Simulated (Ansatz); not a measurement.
`O[SiH2][SiH2]O`, relaxed with RKS PBE-D4/def2-SVP in Ansatz from a rough embedded geometry. The force threshold is 0.03 eV/Å; the program also tests the step.

Charge 0, multiplicity 1.

Start:

```xyz
10

O    -1.332    1.777   -0.794
Si    0.145    1.110   -0.358
Si   -0.164   -1.120    0.349
O     1.328   -1.762    0.817
H    -1.513    1.750   -1.741
H     0.695    1.945    0.725
H     1.026    1.183   -1.555
H    -1.017   -1.182    1.526
H    -0.667   -1.944   -0.736
H     1.498   -1.756    1.768
```

| step | energy (eV) | largest force (eV/Å) | largest move (Å) |
| --- | --- | --- | --- |
| 1 | -19927.6602 | 1.091 | 0.000 |
| 2 | -19927.7580 | 0.302 | 0.074 |
| 3 | -19927.7930 | 0.170 | 0.189 |
| 4 | -19927.8140 | 0.147 | 0.181 |
| 5 (rejected) | -19927.7529 | 1.377 | 0.127 |
| 6 | -19927.8181 | 0.030 | 0.057 |
| 7 | -19927.8184 | 0.003 | 0.016 |

End:

```xyz
10

O    -1.230    1.882   -0.830
Si    0.199    1.113   -0.349
Si   -0.198   -1.114    0.348
O     1.230   -1.881    0.834
H    -1.694    1.445   -1.565
H     0.724    1.933    0.798
H     1.253    1.121   -1.435
H    -1.255   -1.122    1.431
H    -0.719   -1.935   -0.800
H     1.691   -1.442    1.570
```

Hardware: 2 threads of a server CPU on a shared host. Wall time 8 s, peak host memory 0.14 GiB.
